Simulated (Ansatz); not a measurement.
Ideal-gas functions of AlBrH2OSi, SMILES `[Br][Al]1[O][SiH2]1` at 600 K and 1 bar, from an Ansatz frequency run at PBE0-D4/def2-TZVP.

Molar mass 152.99 g/mol, point group Cs (symmetry number 1), electronic degeneracy 1, moments of inertia 23.613, 535.896, 553.679 u Å². Harmonic wavenumbers (cm⁻¹, unscaled): 107, 123, 265, 427, 521, 642, 661, 796, 867, 983, 2206, 2217.

Use S(trans) = R[1.5 ln M + 2.5 ln T − 1.1517]; rotational temperatures θ = 24.2544 K / I; S(rot) = R[ln(√π/σ · √(T³/θAθBθC)) + 1.5]; for each mode x = 1.438777 ν̃/T, S = R[x/(eˣ − 1) − ln(1 − e⁻ˣ)] and H = RT x/(eˣ − 1); 1 cm⁻¹ = 0.0119627 kJ/mol; R = 8.31446 J/(mol·K).

**Question.** By hand: the entropy, in J/(mol·K).

**Answer.** Translation 186.1. Rotation: θ = 1.0272, 0.0453, 0.0438 K, giving 122.8. Vibration, mode by mode: 19.65, 18.50, 12.22, 8.47, 6.98, 5.50, 5.30, 4.10, 3.58, 2.88, 0.26, 0.26, in all 87.7. Electronic 0.0. Sum 396.6 J/(mol·K).

**Question.** By hand: H − E and G − E in kJ/mol, counted from the electronic energy.

**Answer.** Zero-point energy ½ × 9815 × 0.0119627 = 58.7; thermal vibration 26.4; translation, rotation and pV give 4 RT = 20.0. H − E = 105.1 kJ/mol, and G − E = 105.1 − 600 × 396.6/1000 = -132.9 kJ/mol.

Vibration gives 22 % of the entropy, 38.1 J/(mol·K) of it from the modes under 150 cm⁻¹: soft modes count most, and the harmonic formula is weakest for them.
